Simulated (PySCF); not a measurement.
Cartesian coordinates (Å):
```xyz
7

Mo     0.0197     0.0855    -0.0133
Cl     0.3687    -1.0665    -1.9862
Cl     2.0913    -0.5995     0.7477
Cl    -0.3720     1.1460     2.0031
Cl     0.9241     2.0013    -0.9055
Cl    -2.0916     0.6878    -0.7372
F     -0.7175    -1.4621     0.7128
```
Charge 0, multiplicity 1.

Problem. Predict the dipole moment, HOMO, LUMO, total energy, charge on the central atom (Mulliken) and HOMO–LUMO gap from TPSSh-D3(BJ)/def2-TZVP // TPSS-D3(BJ)/def2-SVP run with PySCF 2.14.0.

Solution. 
```json
{
 "dipole_moment": "0.81 D",
 "HOMO": "-8.54 eV",
 "LUMO": "-6.35 eV",
 "total_energy": "-67197.14 eV",
 "charge on the central atom (Mulliken)": "1.00 e",
 "HOMO–LUMO gap": "2.19 eV"
}
```
